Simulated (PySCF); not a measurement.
# Gas-phase XPS of `[GeH3][O]C1=CCC1`, computed

C₄H₈GeO.
SMILES with atom numbers: `[GeH3:1][O:2][C:3]1=[CH:4][CH2:5][CH2:6]1`

Level of theory: PySCF, delta-SCF UKS SCAN, pcX-2 on the ionised atom, pcseg-1 elsewhere, spin-free X2C. Each binding energy is the total energy of the core-ionised species, with the hole localised on one atom, minus that of the ground state; both are solved self-consistently, so orbital relaxation is included.

Task: List the computed XPS lines with their assignment.

Result: 
```tsv
atom(s)	bonded to	level	binding energy (eV)	above the level's lowest (eV)	count
O2	C and Ge	O 1s	538.02	0.00	1
C3	O, C (double bond) and C	C 1s	291.57	+2.12	1
C4	C (double bond), C and H	C 1s	289.45	0.00	1
C5	2 C and 2 H	C 1s	290.47	+1.02	1
C6	2 C and 2 H	C 1s	290.50	+1.05	1
```

The listed C 1s values span 2.12 eV, from C4 (bonded to C (double bond), C and H) to C3 (bonded to O, C (double bond) and C). The widest gap between neighbouring values is 1.07 eV, between 290.50 and 291.57 eV. Summing the Pauling electronegativity differences to the bonded atoms, each weighted by its formal bond order, gives -0.35 for the lowest site and +0.89 for the highest; no listed site has a larger sum than the highest. The smallest sum, -0.70, belongs to C5, 1.02 eV above the lowest. The values 290.47 and 290.50 eV lie too close for their order to be trusted.

Task: Express the binding energy of O 1s of O2 (atom 2) in atomic units and per mole.

Result: 538.02 eV = 19.7719 Eh = 51911 kJ/mol.

Spin contamination (⟨S²⟩ against 0.75 for a pure doublet) is marked for C 1s of C3 (0.85), which makes this value less certain. No level of germanium is listed. Isolated species at its PBE0-D3(BJ)/def2-SVP geometry (one conformer only).

The values belong to the conformer `[GeH3:1][O:2][C:3]1=[CH:4][CH2:5][CH2:6]1`: Ge1–O2–C3–C4 1°.
